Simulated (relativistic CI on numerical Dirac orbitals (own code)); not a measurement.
## d6 in a ligand field

Computed with a parametric ligand-field model of a d^n configuration (Racah B and C, spin-orbit zeta, crystal field), exact diagonalisation.

Field parameters in Wybourne normalisation: Oh B⁴₀ = 21Dq, B⁴₄ = √(5/14) B⁴₀. The field is a parameter set, without covalency.

Question: Ground term and bands for B = 850, C = 3100, ζ = 0 cm⁻¹, Oh, 10Dq = 39950 cm⁻¹?

Answer: Ground term 1A1 with 0.02 electrons in the two orbitals of the cubic e set. Spin-allowed: 1T1 37710 cm⁻¹ (265 nm), 1T2 49715 cm⁻¹ (201 nm), 1T2 76939 cm⁻¹ (130 nm), 1E 77115 cm⁻¹ (130 nm). Lowest spin-forbidden: 3T1 31081 cm⁻¹ (322 nm), 3T2 37063 cm⁻¹ (270 nm), 5T2 52132 cm⁻¹ (192 nm).

Question: Ground term and bands for B = 850, C = 3100, ζ = 0 cm⁻¹, Oh, 10Dq = 17850 cm⁻¹?

Answer: Ground term 1A1 with 0.06 electrons in the two orbitals of the cubic e set. Spin-allowed: 1T1 16065 cm⁻¹ (622 nm), 1T2 25941 cm⁻¹ (385 nm), 1E 33635 cm⁻¹ (297 nm), 1T2 34053 cm⁻¹ (294 nm). Lowest spin-forbidden: 5T2 8694 cm⁻¹ (1150 nm), 3T1 9198 cm⁻¹ (1087 nm), 3T2 14128 cm⁻¹ (708 nm).

Question: Ground term and bands for B = 850, C = 3100, ζ = 0 cm⁻¹, Oh, 10Dq = 33150 cm⁻¹?

Answer: Ground term 1A1 with 0.03 electrons in the two orbitals of the cubic e set. Spin-allowed: 1T1 31012 cm⁻¹ (322 nm), 1T2 42672 cm⁻¹ (234 nm), 1T2 63574 cm⁻¹ (157 nm), 1E 63672 cm⁻¹ (157 nm). Lowest spin-forbidden: 3T1 24329 cm⁻¹ (411 nm), 3T2 30127 cm⁻¹ (332 nm), 5T2 38697 cm⁻¹ (258 nm).

Question: Ground term and bands for B = 850, C = 3100, ζ = 0 cm⁻¹, Oh, 10Dq = 19550 cm⁻¹?

Answer: Ground term 1A1 with 0.05 electrons in the two orbitals of the cubic e set. Spin-allowed: 1T1 17713 cm⁻¹ (565 nm), 1T2 27929 cm⁻¹ (358 nm), 1E 36950 cm⁻¹ (271 nm), 1T2 37255 cm⁻¹ (268 nm). Lowest spin-forbidden: 3T1 10872 cm⁻¹ (920 nm), 5T2 12003 cm⁻¹ (833 nm), 3T2 15956 cm⁻¹ (627 nm).

Question: Ground term and bands for B = 850, C = 3100, ζ = 0 cm⁻¹, Oh, 10Dq = 11050 cm⁻¹?

Answer: Ground term 5T2 with 2.00 electrons in the two orbitals of the cubic e set. Spin-allowed: 5E 11050 cm⁻¹ (905 nm). Lowest spin-forbidden: 1A1 4423 cm⁻¹ (2261 nm), 3T1 6955 cm⁻¹ (1438 nm), 3T2 10955 cm⁻¹ (913 nm).
